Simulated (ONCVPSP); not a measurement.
**zirconium (Zr): variants of one ONCV potential**

Base potential:

Zr, optimised norm-conserving Vanderbilt (ONCV), made with ONCVPSP 4.0.1 (LDA (Perdew-Wang 92), scalar-relativistic). Core [Ar] 3d10, reference 4s2 4p6 4d2.5 5s1.5. Waves: 4s+5s: rc 2.15 bohr, ncon 4, nbas 7, qcut 5.9 1/bohr, 2 projectors; 4p: rc 1.30 bohr, ncon 5, nbas 10, qcut 7 1/bohr, 3 projectors, debl 2.6 Ha; 4d: rc 2.40 bohr, ncon 5, nbas 9, qcut 5.6 1/bohr, 2 projectors, debl 0.7 Ha. Local part: polynomial inside 0.85 bohr (lpopt 2, dvloc0 0 Ha). Core correction: Teter function, fcfact 5.25, rcfact 1.05.

All-electron outer shells of the reference configuration (LDA (PZ), scalar-relativistic, ld1.x):

```csv
shell,level (eV),outermost node (bohr),outermost maximum (bohr)
3d,-173.75,–,0.35
4s,-53.41,0.55,1.08
4p,-31.46,0.56,1.17
5s,-4.29,1.47,3.15
4d,-3.06,0.58,1.63
```

Cutoffs, loose and tight: the cutoffs (Ha) at which the residual kinetic energy of the hardest occupied pseudo-wave falls to 1 and 0.1 mHa per electron. They do not see the model core or the augmentation charge, which bear on the density cutoff. Test errors are all-electron minus pseudo excitation energies from the reference, over the configurations 4s2 4p6 4d2 5s2; 4s2 4p6 4d2 5s1; 4s2 4p6 4d2 5s0; 4s2 4p6 4d0 5s0. A dash means not determined; rows that change the core or the reference have their own tests. The largest error is taken over the tests solved by every variant that gives reliable tests at all: 4s2 4p6 4d2 5s0; 4s2 4p6 4d2 5s1; 4s2 4p6 4d2 5s2.

A true bound ghost makes a file unfit for plane-wave use even where its test errors are small: the radial tests pick states by their node count and pass the ghost by.

```tsv
change	outcome	cutoff, loose	cutoff, tight	bound ghosts	GHOST(+) flags above zero	largest test error (meV)
base	generated	25 Ha	109 Ha	p	s, p	-3.9
all radii but the core radius scaled by about 0.86 (s 1.84, p 1.12, d 2.06 bohr); local potential polynomial inside 0.74 bohr (lpopt 2, dvloc0 0 Ha)	generated	26 Ha	228 Ha	p	s, p	-2.9
all radii but the core radius scaled by about 0.94 (s 2.02, p 1.22, d 2.26 bohr); local potential polynomial inside 0.80 bohr (lpopt 2, dvloc0 0 Ha)	generated	25 Ha	72 Ha	p	s, p, d	-3.6
all radii but the core radius scaled by about 1.07 (s 2.30, p 1.38, d 2.56 bohr); local potential polynomial inside 0.90 bohr (lpopt 2, dvloc0 0 Ha)	generated	24 Ha	101 Ha	none	s, p	-4.3
all radii but the core radius scaled by about 1.22 (s 2.62, p 1.58, d 2.92 bohr); local potential polynomial inside 1.04 bohr (lpopt 2, dvloc0 0 Ha)	generated	20 Ha	34 Ha	none	none	-4.9
all radii but the core radius scaled by about 1.30 (s 2.80, p 1.70, d 3.12 bohr); local potential polynomial inside 1.10 bohr (lpopt 2, dvloc0 0 Ha)	generated	18 Ha	23 Ha	none	none	-5.2
```

**Question.** What comes out with this change to the base: all radii but the core radius scaled by about 1.14 (s 2.46, p 1.48, d 2.74 bohr); local potential polynomial inside 0.98 bohr (lpopt 2, dvloc0 0 Ha)?

**Answer.** outcome: generated; cutoff, loose: 22 Ha; cutoff, tight: 64 Ha; bound ghosts: none; GHOST(+) flags above zero: s; largest test error (meV): -4.6.

**Question.** What comes out with this change to the base: all radii but the core radius scaled by about 0.77 (s 1.66, p 1.00, d 1.84 bohr); local potential polynomial inside 0.66 bohr (lpopt 2, dvloc0 0 Ha)?

**Answer.** outcome: generated; cutoff, loose: 312 Ha; cutoff, tight: 351 Ha; bound ghosts: p; GHOST(+) flags above zero: s, p; largest test error (meV): -2.4.

Reading the sweep of the scale of all radii but the core radius (base = 1) (base included, trends over the rows without a ghost): The loose cutoff falls from 24 Ha at 1.07 to 18 Ha at 1.3. A larger radius leaves more room for a smooth pseudo-wave, so fewer plane waves are needed; a smaller one forces it to follow the all-electron wave where it bends sharply. Bound ghosts are found at 0.77, 0.86, 0.94, 1.
